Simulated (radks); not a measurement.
Q: Radial electron density D(r) = 4 pi r^2 rho(r) of an atom or ion with 57 electrons. All-electron calculation, scalar-relativistic Kohn-Sham, PBE, spin-polarised, spherical densities, point nucleus. Program: a radial shooting solver on a logarithmic mesh with Libxc functionals.

```
   r/bohr * D(r) (the largest magnitude, 109, reaches the edge; | marks zero)
 0.001063 | *
 0.001406 |  *
 0.001845 |    *
 0.002422 |      *
 0.003205 |          *
 0.004207 |               *
 0.005521 |                     *
 0.007306 |                            *
 0.009589 |                                   *
  0.01259 |                                       *
  0.01665 |                                         *
  0.02186 |                                      *
  0.02892 |                                    *
  0.03796 |                                      *
  0.04983 |                                               *
  0.06593 |                                                      *
  0.08654 |                                                   *
   0.1136 |                                          *
   0.1503 |                                          *
   0.1973 |                                                *
    0.259 |                                     *
   0.3426 |                    *
   0.4497 |                    *
   0.5903 |                     *
    0.781 |            *
    1.025 |      *
    1.346 |    *
     1.78 | *
    2.337 |*
    3.068 *
    4.059 *
```

What is the nuclear charge?

A: Z = 62. The innermost maximum, from 1s, lies near gamma/Z bohr with gamma = sqrt(1 - (Z/c)^2) = 0.892, here 0.0144 bohr (found: 0.0157), and its height grows with Z. The density is that of the samarium ion Sm5+ in [Xe] 4f3; the configuration itself is not fixed sharply by these data, and Z only to a few units. D(r) has 4 maxima, at r = 0.0157, 0.0703, 0.196, 0.536 bohr, and minima at 0.0303, 0.129, 0.389 bohr, inside which lie 1.95, 11.17, 29.13 electrons.
